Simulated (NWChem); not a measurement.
GeH₃SeCl; SMILES Cl[Se][GeH3]

Results from NWChem. Pople sets run with spherical d functions. Structure relaxed at the PBE0/def2-SVP level. Total energies compare along this basis series because the functional is fixed.

```csv
level,basis functions,energy (Ha),highest occupied level (eV),orbital gap (eV),dipole (D),relative time
PBE0/STO-3G,48,-4884.3987,-4.50,5.27,2.96,1
PBE0/3-21G,63,-4916.1905,-6.95,4.39,3.01,1
PBE0/6-31G*,88,-4939.2676,-6.86,4.42,2.44,5
PBE0/6-311G**,132,-4939.8083,-6.96,4.41,2.40,5
```

Relative times are rough (shared machine, one core).
